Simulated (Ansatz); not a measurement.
singlet silylene (H2Si), singlet, geometry from GFN2-xTB. Base run: CCSD(T)/cc-pVTZ in Ansatz (a program for electronic structure).

Ansatz was given this input:
Ansatz 0.2 input:
```yaml
crystal:
  periodic: [false, false, false]
  atoms:
    - {symbol: Si, position_ang: [-0.00666824, -0.00277970, 0.12275926]}
    - {symbol: H, position_ang: [0.04778718, 1.13172388, -0.83406892]}
    - {symbol: H, position_ang: [0.04556812, -1.09280805, -0.88456070]}
basis:
  gaussian:
    orbitals: cc-pVTZ
magnetization: {spin_polarized: false}
correlation: {method: ccsd_t}
```

Each row names what was changed in the base input (with any setting that the change needs).

```csv
change,ΔE vs base (kcal/mol),MP2 correlation (Eh),CC correlation without the perturbative part (Eh),basis functions
base,0.000,-0.10894,-0.13624,62
method = mp2,?,-0.10894,-,62
method = ccsd,2.27,-0.10894,-0.13624,62
reference functional = pbe0,?,-,?,62
diis_vectors = 4,0.000,-0.10894,-0.13624,62
method = bccd_t,-0.001,-0.10894,-0.13612,62
lower_state_search = off,0.000,-0.10894,-0.13624,62
method = bccd,2.35,-0.10894,-0.13612,62
electrons = outside_noble_gas,0.000,-0.10894,-0.13624,62
diis_vectors = 2,0.000,-0.10894,-0.13624,62
```

Q: What belongs in the gaps?

A: 
- method = mp2, ΔE vs base (kcal/mol): 19.41
- reference functional = pbe0, ΔE vs base (kcal/mol): 1.16
- reference functional = pbe0, CC correlation without the perturbative part (Eh): -0.14035
